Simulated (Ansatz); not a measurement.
`C[SiH2]O[SiH2]N`, relaxed with RKS PBE0-D4/def2-TZVP in Ansatz from a PBE-D4/def2-SVP geometry. The force threshold is 0.005 eV/Å; the program also tests the step.

Charge 0, multiplicity 1.

Start:

```xyz
14

C     2.469   -0.452    0.014
Si    0.839   -1.292   -0.406
O    -0.462   -0.382    0.132
Si   -1.383    0.987   -0.185
N    -2.785    1.143    0.816
H     3.323   -1.081   -0.311
H     2.559   -0.285    1.106
H     2.556    0.531   -0.494
H     0.757   -2.633    0.272
H     0.738   -1.498   -1.898
H    -0.529    2.198    0.065
H    -1.856    0.917   -1.610
H    -3.562    0.489    0.689
H    -2.666    1.360    1.809
```

(1) How much energy does the relaxation release, and in how many steps? (An estimate is asked.)

(2) Which bonds change most? (Best estimate.)

(3) Give the relaxed structure. (Estimate.)

## Answers

(1) Computed: 11.57 kJ/mol, in 41 steps, 1 of them rejected.

(2) Computed: O3–Si4 from 1.680 to 1.639 Å; Si2–O3 from 1.676 to 1.638 Å; Si4–N5 from 1.730 to 1.705 Å; C1–Si2 from 1.881 to 1.857 Å.

(3) Computed: 
```xyz
14

C     2.595   -0.738   -0.208
Si    0.749   -0.919   -0.121
O     0.071    0.559    0.080
Si   -1.347    1.371   -0.056
N    -2.724    0.578    0.561
H     3.070   -1.716   -0.329
H     2.983   -0.282    0.706
H     2.885   -0.111   -1.054
H     0.369   -1.796    1.022
H     0.227   -1.543   -1.371
H    -1.157    2.629    0.700
H    -1.609    1.606   -1.498
H    -3.229   -0.104    0.020
H    -2.883    0.465    1.548
```
